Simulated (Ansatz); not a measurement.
A nudged elastic band was laid between two geometries of BFH2 + H2Se (7 atoms, charge 0, multiplicity 1).

Theory: RKS B3LYP-D4/def2-SVP (Ansatz 0.2.0).

| Item | Value |
| --- | --- |
| movable images | 7 |
| climbing image | yes |
| spring | 5.0 eV/Å² |
| optimiser | quadratic models (default) |
| start path | through a guess of the saddle point |
| force threshold | 0.05 eV/Å |
| iteration limit | 60 |
| end points | relaxed |

Initial state:

```xyz
7
Properties=species:S:1:pos:R:3
B -0.501 -1.019 0.289
F 0.691 -1.561 0.003
H -1.363 -1.080 -0.557
H -0.746 -0.786 1.451
H 0.718 1.280 -1.485
Se -0.026 1.555 -0.240
H 1.227 1.612 0.538
```

Final state:

```xyz
7
Properties=species:S:1:pos:R:3
B -0.776 -0.277 0.363
F 1.225 -1.217 -1.043
H -1.588 -0.808 -0.340
H -0.357 -0.738 1.384
H 1.142 -0.290 -1.130
Se -0.293 1.522 -0.170
H 0.646 1.809 0.935
```

Problem. What changes between the two ends?

Solution. Bonds broken: B1–F2, H5–Se6. Bonds formed: F2–H5. BFH2 + H2Se becomes BH3Se + FH.

Problem. Give the energies along the band, and the barrier.

Solution. The run converged. The highest image is number 5 of 0 to 8, 1.08 eV above the first end and 0.26 eV above the last; the last end lies 0.83 eV above the first. A vibrational analysis at the climbing image gives one clearly imaginary mode, 917i cm⁻¹: a first-order saddle point. The orbitals stay closed-shell, which can raise the energy where a bond breaks towards radicals; this wasn't checked here.

| image | path coordinate (Å) | energy (eV) | B1–F2 (Å) | H5–Se6 (Å) | F2–H5 (Å) |
| --- | --- | --- | --- | --- | --- |
| 0 | 0.00 | 0.00 | 1.34 | 1.48 | 3.21 |
| 1 | 0.45 | 0.01 | 1.34 | 1.47 | 3.02 |
| 2 | 0.89 | 0.02 | 1.34 | 1.47 | 2.73 |
| 3 | 1.34 | 0.11 | 1.35 | 1.47 | 2.21 |
| 4 | 1.78 | 0.51 | 1.41 | 1.51 | 1.69 |
| 5 | 2.23 | 1.08 | 1.59 | 1.78 | 1.17 |
| 6 | 2.58 | 0.93 | 1.84 | 2.13 | 0.98 |
| 7 | 2.94 | 0.85 | 2.21 | 2.38 | 0.94 |
| 8 | 3.29 | 0.83 | 2.62 | 2.50 | 0.94 |

Problem. What is the geometry of the highest image?

Solution. 
```xyz
7
Properties=species:S:1:pos:R:3
B -0.505 -0.564 0.175
F 0.755 -1.064 -0.649
H -1.506 -0.898 -0.401
H -0.332 -0.773 1.344
H 0.868 0.073 -0.891
Se -0.097 1.467 -0.351
H 0.816 1.759 0.773
```

Problem. What are the harmonic wavenumbers there?

Solution. 917i, 348, 365, 492, 571, 773, 814, 902, 990, 1120, 1182, 1474, 2406, 2591, 2710 cm⁻¹.

Run time: 2.1 min on 2 threads of Arm Neoverse V2, on a shared host, peak memory 0.16 GiB.
